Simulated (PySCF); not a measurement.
## Deuteron quadrupole couplings in `CNC12C=CC(C=C1)C=C2`

Compound: C9H11N.
Z-matrix (Å and degrees, GFN2-xTB geometry), rows numbered from 1:
```
C 
N   1  1.4487
C   2  1.4447  1  116.06
C   3  1.5207  2  113.15  1   -66.83
C   4  1.3209  3  114.11  2  -176.93
C   5  1.5151  4  113.80  3     0.45
C   6  1.5156  5  104.94  4    54.82
C   7  1.3212  6  113.72  5   -54.93
C   6  1.5149  5  105.10  4   -55.52
C   9  1.3203  6  113.71  5    55.28
H   1  1.0897  2  108.23  3   173.22
H   1  1.0997  2  114.38  3   -65.97
H   1  1.0885  2  109.37  3    55.28
H   2  1.0154  1  109.71  3   124.71
H   4  1.0734  3  119.43  2     1.76
H   5  1.0748  4  126.02  3  -179.92
H   6  1.0877  5  113.71  4   179.61
H   7  1.0745  6  120.18  5   125.07
H   8  1.0744  3  118.98  2    -2.04
H   9  1.0754  6  120.15  5  -124.89
H  10  1.0750  3  119.86  2    -0.05
```

Level: PBE0/pcSseg-1 (PySCF, non-relativistic); Q(2H) = 0.00286 b; rigid geometry, the same for H and D, with no vibrational averaging.

Question: Rank these positions by the coupling χzz of a deuteron there, largest first.
A. H12 (methyl hydrogen)
B. H14 (N–H hydrogen)
C. H13 (methyl hydrogen)
D. H19 (vinylic hydrogen)

Answer: B (263 kHz), D (231 kHz), C (207 kHz), A (194 kHz).

Q: Tabulate Vzz, the asymmetry η and χzz = 234.96 MHz × Q × Vzz for every hydrogen position.

A: 
```csv
atom,bonded to,bond length (Å),Vzz (au),η,χzz (kHz)
H11,C1,1.090,0.3080,0.05,207
H12,C1,1.100,0.2893,0.06,194
H13,C1,1.088,0.3086,0.06,207
H14,N2,1.015,0.3921,0.19,263
H15,C4,1.073,0.3458,0.06,232
H16,C5,1.075,0.3432,0.06,231
H17,C6,1.088,0.3098,0.00,208
H18,C7,1.075,0.3436,0.06,231
H19,C8,1.074,0.3435,0.06,231
H20,C9,1.075,0.3418,0.06,230
H21,C10,1.075,0.3438,0.06,231
```

Q: Average by the element that carries the hydrogen.

A: on C: 220 kHz over 10 positions, mean bond length 1.081 Å; on N: 263 kHz over 1 position, mean bond length 1.015 Å.

Q: How does χzz go with the bond length over the 10 C–H bonds?

A: A straight-line fit has a slope of -15.4 kHz for each 0.01 Å, with a correlation coefficient of -1.00, over lengths from 1.073 to 1.100 Å. The longer bonds have the smaller couplings here.

The structure is a single GFN2-xTB conformer in the gas phase; no vibrational or solvent corrections. GFN2-xTB bond lengths can be off by several hundredths of an ångström, more for odd bonds, and the gradients follow them. A larger basis could move these couplings by a tenth or more.
